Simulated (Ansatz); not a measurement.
CNS, SMILES `[C-]#[N+][S+]` (lower triplet) (charge 1, multiplicity 3). The linear singlet lies higher and needs more than one determinant, so no gap is given.

These are BLYP/cc-pVTZ // B3LYP-D3(BJ)/def2-TZVP run with Ansatz (an electronic-structure program) values and carry that method's errors.

Ansatz 0.2 input:
```yaml
crystal:
  periodic: [false, false, false]
  atoms:
    - { symbol: C, position_ang: [-1.330091, -0.000533, 0.000005] }
    - { symbol: N, position_ang: [-0.10737, 0.000004, 0.0] }
    - { symbol: S, position_ang: [1.437461, 0.000528, -0.000005] }
basis:
  gaussian: { orbitals: cc-pVTZ }
hamiltonian:
  xc: blyp
total_charge: 1
magnetization:
  spin_polarized: true
  initial_magnetization: 2
```

Output:

```
Functional definition: BLYP
607 factors; their error is unknown
mean field evaluation 1: about -13328.4620 eV, gradient 7.2e1 eV
mean field evaluation 2: about -13178.1637 eV, gradient 1.7e2 eV
mean field evaluation 4: about -13321.5706 eV, gradient 6.3e1 eV
mean field evaluation 8: about -13350.3005 eV, gradient 1.4e-1 eV
mean field evaluation 16: about -13350.2796 eV, gradient 4.0e-4 eV
mean field evaluation 32: about -13347.9510 eV, gradient 6.4e0 eV
mean field -13350.27964236 eV, -490.6137277121 hartree, gradient 3.4e-5 eV, S^2 2.006221; 6 other end points of the search recorded, 0 dependent functions left out
reference -13350.27987910 eV, -490.6137364123 hartree; 15, 13 occupied and 79, 81 virtual orbitals, 607 factors
Total energy: -13350.27987910 eV, -490.6137364123 hartree
```
